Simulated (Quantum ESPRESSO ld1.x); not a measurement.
Results of a calculation; reference values are marked as such.
Question: These are the eigenvalues of the occupied orbitals of an atom or ion with whole-number occupations (hartree). Code: ld1.x of Quantum ESPRESSO 7.5. Model: Dirac Kohn-Sham, PBE, spin-unpolarised, spherical densities, point nucleus.

| orbital | eigenvalue |
|---|---|
| 1s1/2 | -460.768 |
| 2s1/2 | -60.3831 |
| 2p1/2 | -54.3094 |
| 2p3/2 | -52.7744 |
| 3s1/2 | -9.17868 |
| 3p1/2 | -7.10066 |
| 3p3/2 | -6.88453 |
| 3d3/2 | -3.30212 |
| 3d5/2 | -3.26902 |
| 4s1/2 | -1.81002 |
| 4p1/2 | -1.35077 |

Which element is it, and in what charge state? The configuration may be excited. Open shells, if any, fill j = l - 1/2 first.

Answer: Z = 34, selenium, charge +3: Se3+ in [Ar] 3d10 4s2 4p1. The list shows which subshells hold electrons but not how many an open one holds; the 1s level, -460.77 hartree, gives Z - s = 30.4 by -(Z - s)^2/2, which with screening and relativity narrows Z to a few neighbours, and the depths of the outer levels then fix element, charge and occupations together.
